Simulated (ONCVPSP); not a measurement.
**fluorine (F): excitation energies, all-electron against ONCV**

fluorine, optimised norm-conserving Vanderbilt (ONCV), made with ONCVPSP 4.0.1 (PBE, scalar-relativistic). Core [He], reference 2s2 2p4.5 (charge +0.5). Waves: 2s: rc 0.60 bohr, ncon 4, nbas 9, qcut 10.9 1/bohr, 3 projectors, debl 1.5 Ha; 2p: rc 1.20 bohr, ncon 4, nbas 8, qcut 12.2 1/bohr, 2 projectors, debl 2.9 Ha. Local part: polynomial inside 0.50 bohr (lpopt 3, dvloc0 0 Ha). Core correction: Teter function, fcfact 2, rcfact 1.4.

Energies are relative to the spin-unpolarised reference configuration 2s2 2p4.5; without spin polarisation the order of configurations can differ from experiment.

(1) Give the all-electron excitation energy and the error of the potential for: 2s2 2p5; 2s2 2p4; 2s2 2p3; 2s2 2p1.

Levels in the configuration 2s2 2p1:

```
level  all-electron (eV)  pseudo (eV)
   2s           -116.705     -116.299
   2p            -99.286      -98.248
```

Note: ghosts flagged at negative energy: s at -598.5 eV; GHOST(+) flags only above 600 eV. A true bound ghost makes a file unfit for plane-wave use.

Answers

(1)

| valence configuration | charge | ΔE all-electron (eV) | error AE − PS (meV) |
| --- | --- | --- | --- |
| 2s2 2p5 | 0 | -7.543 | +2.5 |
| 2s2 2p4 | +1 | 11.847 | +3.3 |
| 2s2 2p3 | +2 | 50.231 | +67 |
| 2s2 2p1 | +4 | 196.670 | +1018 |
